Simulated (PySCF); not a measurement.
C6H7NO2S.
Numbering: `[CH3:1][S:2](=[O:3])(=[O:4])[c:5]1[cH:6][cH:7][cH:8][cH:9][n:10]1` (hydrogens: H11, H12, H13 on C1; H14 on C6; H15 on C7; H16 on C8; H17 on C9)

The geometry is computed with GFN2-xTB (gas phase).

(1) What internal coordinates does the optimisation give?

Answers

(1) 
```csv
bond,length (bohr),order
C1–S2,3.419,single
"S2=O3, S2=O4",2.719,double
S2–C5,3.423,single
C5–C6,2.613,aromatic
C6–C7,2.621,aromatic
C7–C8,2.622,aromatic
C8–C9,2.621,aromatic
C9–N10,2.504,aromatic
C5–N10,2.488,aromatic
"C1–H11, C1–H12, C1–H13",2.044,single
C6–H14,2.036,single
C7–H15,2.040,single
C8–H16,2.038,single
C9–H17,2.044,single
```

Bonds in one row agree within 0.02 bohr and their mean is given. Orders are formal, as drawn. A selection of angles:
```csv
angle,degrees
C1–S2–O3,109.7
C1–S2–C5,104.3
O3–S2–O4,117.2
O3–S2–C5,107.7
S2–C5–C6,119.2
S2–C5–N10,116.3
C6–C5–N10,124.5
C5–C6–C7,117.6
C6–C7–C8,118.6
C7–C8–C9,118.6
C8–C9–N10,123.0
C5–N10–C9,117.7
```

Torsions: C1–S2–C5–C6 175° (antiperiplanar). The mirror-image conformer, all signs reversed, is as good.

Of the pairs four or more bonds apart, N10···H12 is among the closest relative to their van der Waals radii: 2.68 Å, 97 % of the sum of Bondi's values. S2 (sulfonyl sulfur) is distorted tetrahedral (angles from 104.3° to 117.2°). The 6-membered ring C5–C6–C7–C8–C9–N10 has internal angles of 117.6° to 124.5°; it is planar, 0.00 Å rms from its mean plane, widest ring torsion 0°.

Point group: near Cs, missed by 0.31 Å at most; the miss may be what the optimiser left on a soft mode. No GFN2-xTB frequencies stand behind this structure, so it isn't proved a minimum. The numbers are those of one conformer.
